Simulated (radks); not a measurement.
Values are calculated unless marked as measured or tabulated.
Initial-state core-level shifts of the antimony ion Sb+ when its valence configuration changes from [Kr] 4d10 5s2 5p2. Level of theory: Dirac Kohn-Sham, BLYP, spin-unpolarised, spherical densities, finite nucleus; open shells fill j = l - 1/2 first; Fermi nuclear charge, rms radius 4.6802 fm (a radial shooting solver on a logarithmic mesh with Libxc functionals). Shifts are changes of the shell-averaged eigenvalues in eV (positive: less bound); the change of the density at the nucleus, which sets a Mossbauer isomer shift, is in e/bohr^3, on a base of 2.09e+05.

valence                1s       2s       3d       4p  density at nucleus
4d10 5s1 5p3       -1.598   -1.558   -1.572   -1.551              -50.09
4d8 5s1 5p5       -18.817  -19.834  -19.226  -15.787              -17.14
4d9 5s2 5p3        -8.585   -9.076   -8.801   -7.234              +22.36
4d10 5p4           -3.129   -3.051   -3.080   -3.037             -103.34
4d9.5 5s2 5p2.5    -4.266   -4.504   -4.375   -3.624              +11.06
4d10 5s1.5 5p2.5   -0.808   -0.788   -0.795   -0.784              -24.63
4d9 5s1 5p4       -10.090  -10.548  -10.285   -8.682              -34.17
4d8 5s2 5p4       -17.387  -18.432  -17.811  -14.422              +45.69
4d7 5s2 5p5       -26.413  -28.073  -27.033  -21.572              +69.95
